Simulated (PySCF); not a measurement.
## Diatomics with 28 electrons

PBE0 in PySCF with def2-SVPD on every atom, for the lowest determinant that a PBE0 search found; no spin–orbit coupling. All have 28 electrons, 8 of them in the valence shells, and the same state, a singlet (closed shell). For ions De leads to the atom and ion picked by measured ionisation energies and electron affinities.

```json
{"species": "NaS⁻", "difference of nuclear charges": "5", "Re (Å)": "2.425", "ωe (cm⁻¹)": "352", "k (mdyn/Å)": "0.979", "De (eV)": "1.44", "dissociates to": "Na + S⁻"}
{"species": "NaCl", "difference of nuclear charges": "6", "Re (Å)": "2.380", "ωe (cm⁻¹)": "361", "k (mdyn/Å)": "1.06", "De (eV)": "4.18", "dissociates to": "Na + Cl"}
{"species": "KF", "difference of nuclear charges": "10", "Re (Å)": "2.218", "ωe (cm⁻¹)": "420", "k (mdyn/Å)": "1.33", "De (eV)": "4.92", "dissociates to": "K + F"}
{"species": "CaO", "difference of nuclear charges": "12", "Re (Å)": "1.819", "ωe (cm⁻¹)": "797", "k (mdyn/Å)": "4.27", "De (eV)": "4.28", "dissociates to": "Ca + O"}
```

Which member of the whole set has the stiffest bond, and how does it compare with the softest?

CaO with k = 4.27 mdyn/Å, 4.4 times that of NaS⁻.

For an ion De counts to the pair picked by the measured ionisation energies or electron affinities, which need not be the lowest pair at this level. The highest Kohn–Sham level is positive in this anion. Much of that is self-interaction error, but it also means that the finite basis helps to hold the extra electron.
